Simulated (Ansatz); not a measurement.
```xyz
10

C    -2.327    0.219   -1.169
C    -1.439    0.160   -0.356
Si   -0.081    0.035    0.842
F    -0.001    1.388    1.686
C     1.569   -0.148   -0.049
F     1.589   -1.362   -0.726
H    -3.114    0.272   -1.887
H    -0.325   -1.089    1.770
H     2.403   -0.133    0.661
H     1.726    0.658   -0.772
```

The species carries charge 0 and has multiplicity 1.

Question: List the ωB97M-V/def2-TZVPP orbital energies in eV (the Gaussian-basis code of Ansatz). (Estimate.)

Answer: Ansatz gave: Occupied: -1808.31, -677.63, -677.44, -283.40, -282.16, -281.52, -149.27, -103.43, -103.37, -103.34, -36.29, -36.19, -24.17, -22.55, -19.21, -17.80, -16.66, -16.58, -16.09, -15.73, -15.47, -14.69, -13.08, -12.50, -11.66, -11.11, -10.71. Lowest empty: 1.06, 1.66, 2.97, 3.24, 3.32, 3.68, 3.91, 4.57.
